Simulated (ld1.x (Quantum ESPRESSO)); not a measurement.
**Before and after: RRKJ potential for indium (In)**

In, norm-conserving RRKJ (Kleinman–Bylander form), made with ld1.x (Quantum ESPRESSO) 7.5 (PBEsol, scalar-relativistic). Core [Kr], reference 4d10 5s2 5p1. Waves: 5s (bound): rc 2.40 bohr; 5p (bound): rc 2.75 bohr; 4d (bound): rc 1.30 bohr. Local part: all-electron potential smoothed inside 2.45 bohr (lloc = -1). Core correction: none. rho0 = 0.001.

All-electron outer shells of the reference configuration (PBEsol, scalar-relativistic, ld1.x):

```csv
shell,level (eV),outermost node (bohr),outermost maximum (bohr)
4s,-119.51,0.41,0.77
4p,-78.02,0.42,0.82
4d,-18.59,0.40,0.94
5s,-8.25,1.02,2.16
5p,-2.52,1.14,2.85
```

Change: functional LDA (PZ).

Cutoffs: the cutoffs (Ry, on a coarse ladder) from which the occupation-weighted sum of valence levels, in a spherical-Bessel basis at the reference potential, stays within 10 and 1 mRy of its value at 400 Ry; they do not see the model core or the augmentation charge, which bear on the density cutoff. Errors are all-electron minus pseudo energies relative to the spin-unpolarised reference configuration.

What does the change do?

The potential gets neither clearly harder nor softer (80 Ry and 90 Ry → 80 Ry and 90 Ry); the number of tests with a reliable result goes from 7 to 9; of the 7 tests that both files solve, the error grows in 1 and shrinks in 3 by more than 15 % and 0.3 meV (median size 2.5 → 3.5 meV); neither file shows a bound ghost.

```csv
quantity,base,changed
"cutoff, loose",80 Ry,80 Ry
"cutoff, tight",90 Ry,90 Ry
bound ghosts,none,none
"error for 4d10 5s2 5p0, meV [ΔE 5.36 → 5.59 eV]",-1.9,-1.0
"error for 4d10 5s1 5p0, meV [ΔE 24.64 → 25.26 eV]",-1.1,+3.5
"error for 4d10 5s0 5p0, meV [ΔE 52.90 → 54.00 eV]",+17,+16
"error for 4d9 5s2 5p1, meV [ΔE 25.09 → 25.22 eV]",-180,-170
"error for 4d10 5s1 5p2, meV [ΔE 5.88 → 5.94 eV]",-2.5,-1.6
"error for 4d10 5s0 5p3, meV [ΔE 12.01 → 12.16 eV]",-9.2,-6.3
"error for 4d10 5s2 5p1.3, meV [ΔE -0.53 → -0.58 eV]",+0.1,+0.2
s: phases at 3.01 bohr within 0.05 rad from the reference energy up to (Ry; the scan ends near 5),1.6,1.5
p: phases at 3.01 bohr within 0.05 rad from the reference energy up to (Ry; the scan ends near 5),2.4,2.4
d: phases at 3.01 bohr within 0.05 rad from the reference energy up to (Ry; the scan ends near 5),0.5,0.5
```
